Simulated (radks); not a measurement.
Numerical settings for the technetium ion Tc+, [Kr] 4d5 5s1. Calculated with a radial shooting solver on a logarithmic mesh with Libxc functionals: Dirac Kohn-Sham, PBEsol, spin-unpolarised, spherical densities, finite nucleus; open shells fill j = l - 1/2 first; Fermi nuclear charge, rms radius 4.4112 fm. The defaults (mesh step 0.008 in ln r, mesh end at 40 bohr or more with all orbitals vanishing there, Anderson mixing 0.5 over 9 steps, residual threshold near 1e-9 with the energy settled to 1e-9 hartree or 1e-11 of itself, here a cap of 87 iterations) give E = -4283.6770 hartree and 5s1/2 at -11.406 eV in 15 iterations. Times are rough (one thread of a shared host). Changes against that run (0 stands for a change within the tolerance of the run):

mesh step in ln r 0.12: iterations 2; converged no; E (mhartree) diverged; CPU (s) 0.01
mesh step in ln r 0.02: iterations 15; converged yes; E (mhartree) 0; e(5s1/2) (meV) 0; CPU (s) 0.04
mesh step in ln r 0.005: iterations 15; converged yes; E (mhartree) 0; e(5s1/2) (meV) 0; CPU (s) 0.15
mesh end (bohr) 20: iterations 15; converged yes; E (mhartree) 0; e(5s1/2) (meV) 0; CPU (s) 0.09
mesh end (bohr) 3: iterations 13; converged level above zero; E (mhartree) +1.4e+03; e(5s1/2) (meV) +2.6e+04; CPU (s) 0.07
residual threshold 1e-13: iterations 22; converged yes; E (mhartree) 0; e(5s1/2) (meV) 0; CPU (s) 0.12
residual threshold 1e-05: iterations 9; converged yes; E (mhartree) 0; e(5s1/2) (meV) +0.247; CPU (s) 0.07
mixing 2.5: iterations 14; converged yes; E (mhartree) 0; e(5s1/2) (meV) 0; CPU (s) 0.09
linear mixing, mixing 0.8: iterations 72; converged yes; E (mhartree) 0; e(5s1/2) (meV) 0; CPU (s) 0.37
linear mixing, mixing 0.5: iterations 30; converged yes; E (mhartree) 0; e(5s1/2) (meV) 0; CPU (s) 0.15
mixing history 2: iterations 19; converged yes; E (mhartree) 0; e(5s1/2) (meV) 0; CPU (s) 0.11
iteration cap 3: iterations 3; converged no; E (mhartree) +6.61; e(5s1/2) (meV) -907; CPU (s) 0.03

Settled on a wrong energy, with an occupied level pushed above zero by the early mesh end: mesh end (bohr) 3 (+1.4 hartree). Apart from these: no run marked as converged misses the energy by more than 1 mhartree. A mesh that ends early acts as a hard wall.
